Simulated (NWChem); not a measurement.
ZnHCl; SMILES [Cl][ZnH]

Problem. Give the equilibrium geometry at PBE-D3(BJ)/def2-SVP (NWChem) as a list of bonds and angles, with the point group.

Solution. point group C*v; any orientation.
Bonds (Å): Zn1–H2 1.526, Zn1–Cl3 2.116. Bond angles (°): H2–Zn1–Cl3 180.0.
